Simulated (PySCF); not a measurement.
BO, SMILES [B]=O, multiplicity 2. Geometry: B3LYP-D3(BJ)/def2-TZVPD.

Computed equilibrium geometry at B3LYP-D3(BJ)/def2-TZVPD (PySCF confirms it by a frequency run) as Cartesian coordinates in Å, and its point group:
point group C∞v.
```xyz
2

B      0.0000     0.0000    -0.7399
O      0.0000     0.0000     0.4624
```
Charge 0, spin multiplicity 2.
